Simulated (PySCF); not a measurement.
## [SnBr2]+: from structure and modes to constants

Level of theory: PySCF, UPBE0, basis Sn def2-TZVP with ECP28, Br def2-TZVP (scalar-relativistic core potentials, no spin–orbit coupling, density fitting).

The doublet minimum has C2v symmetry. Masses (u): Sn 119.90220, Br 78.91834.

```xyz
3
charge 1 multiplicity 2, angstrom
Sn    0.0000   -0.6800    0.0000
Br    0.0000    0.5153    2.1130
Br    0.0000    0.5153   -2.1130
```

Harmonic wavenumbers (cm⁻¹): 64.7 (a1, ×1), 236.9 (a1, ×1), 281.8 (b2, ×1).

Problem. Find the principal moments of inertia and the rotational constants. What kind of rotor is it?

Solution. About the centre of mass I = 97.348, 704.73, 802.08 u Å². With B = 16.8576/I this gives 0.1732, 0.02392, 0.02102 cm⁻¹. The molecule is an asymmetric top with κ = -0.96.

Problem. What is the harmonic zero-point energy?

Solution. Half the sum of all 3 wavenumbers, 583/2 = 292 cm⁻¹, which is 3.5 kJ/mol (1 cm⁻¹ = 0.0119627 kJ/mol).

Other isomers or separated fragments may lie lower. No spin–orbit coupling is included, which matters more the heavier the element.
